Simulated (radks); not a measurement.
Values are calculated unless marked as measured or tabulated.
Spherical quantum dot in the effective-mass picture: electrons in a parabolic well V = omega^2 r^2 / 2 with omega = 0.286, with a point charge +1 (a donor) at the centre, all in effective atomic units (hartree* = m*/eps^2 hartree, bohr* = eps/m* bohr), one dielectric constant everywhere. Level of theory: non-relativistic Kohn-Sham, r2SCAN, spin-polarised, spherical densities, generalised Kohn-Sham scheme (a radial shooting solver with Libxc functionals). Levels are named by radial order and angular momentum (1s, 1p, 1d, 2s, ...), and open shells are averaged over m. Results are scaled to m* = 0.035 and eps = 15.5, for which hartree* = 3.964 meV and bohr* = 23.43 nm. Each electron was tried in the lowest free levels, single moves between levels near the top were tried too, and the lowest total energy was kept; such a search can miss a lower state. At N = 1 the Hartree and exchange-correlation terms need not cancel, so that row can carry a self-interaction error.

N,open shells,2S,E (meV),mu = E(N) - E(N-1) (meV),addition energy mu(N+1) - mu(N) (meV),e(HOMO) (meV),rms radius (nm)
1,"1s(up 1, down 0)",1,-1.59064,-1.5906,2.475,-0.63171,33.57
2,none,0,-0.706113,0.88453,3.064,1.6069,40.83
3,"1p(up 1, down 0)",1,3.24290,3.9490,0.9226,4.3940,54.64
4,"1p(up 2, down 0)",2,8.11457,4.8717,0.9479,5.3481,62.22
5,"1p(up 3, down 0)",3,13.9341,5.8196,1.286,6.2881,67.74
6,"1p(up 3, down 1)",2,21.0399,7.1058,0.7811,7.4845,72.72
7,"1p(up 3, down 2)",1,28.9267,7.8868,0.8078,8.2909,76.85
8,none,0,37.6213,8.6946,1.091,9.0977,80.48
9,"2s(up 1, down 0)",1,47.4070,9.7857,0.9442,10.143,84.51
10,none,0,58.1369,10.730,0.9634,11.081,88.13
11,"1d(up 1, down 0)",1,69.8301,11.693,0.6878,12.037,91.44
12,"1d(up 2, down 0)",2,82.2112,12.381,0.6836,12.724,94.43
13,"1d(up 3, down 0)",3,95.2759,13.065,0.6759,13.404,97.17
14,"1d(up 4, down 0)",4,109.016,13.741,0.6670,14.076,99.71
15,"1d(up 5, down 0)",5,123.424,14.408,0.8766,14.738,102.1
16,"1d(up 5, down 1)",4,138.708,15.284,0.6152,15.591,104.4
17,"1d(up 5, down 2)",3,154.608,15.899,0.6163,16.208,106.6
18,"1d(up 5, down 3)",2,171.123,16.516,0.6136,16.823,108.7
19,"1d(up 5, down 4)",1,188.253,17.129,0.6088,17.435,110.7
20,none,0,205.991,17.738,1.137,18.041,112.6
21,"1f(up 1, down 0)",1,224.865,18.875,0.5683,19.159,114.7
22,"1f(up 2, down 0)",2,244.308,19.443,0.5657,19.726,116.6
23,"1f(up 3, down 0)",3,264.317,20.009,0.5622,20.290,118.5
24,"1f(up 4, down 0)",4,284.887,20.571,0.5581,20.851,120.3
25,"1f(up 5, down 0)",5,306.016,21.129,0.5537,21.406,122.0
26,"1f(up 6, down 0)",6,327.699,21.683,0.5492,21.958,123.7
27,"1f(up 7, down 0)",7,349.930,22.232,0.7401,22.505,125.3
28,"1f(up 7, down 1)",6,372.902,22.972,0.5208,23.232,126.9
29,"1f(up 7, down 2)",5,396.395,23.493,0.5204,23.753,128.4
30,"1f(up 7, down 3)",4,420.408,24.013,0.5189,24.273,129.9
31,"1f(up 7, down 4)",3,444.940,24.532,0.5168,24.791,131.4
32,"1f(up 7, down 5)",2,469.989,25.049,0.5141,25.306,132.8
33,"1f(up 7, down 6)",1,495.552,25.563,0.5112,25.819,134.2
34,none,0,521.626,26.074,0.6336,26.329,135.5
35,"2p(up 1, down 0)",1,548.334,26.708,0.4840,26.948,136.8
36,"2p(up 2, down 0)",2,575.525,27.192,0.4980,27.438,138.1
37,"2p(up 3, down 0)",3,603.215,27.690,-,27.942,139.4

All shells are closed at N = 2, 8, 10, 20, 34 (there: 1s2 1p6 1d10 2s2 1f14); the second difference of the energy has clear peaks (12 % above both neighbours; the first and last values, which can be the largest, are not judged, and half-filled shells can peak too) at N = 2, 5, 8, 15, 20, 27, 34.
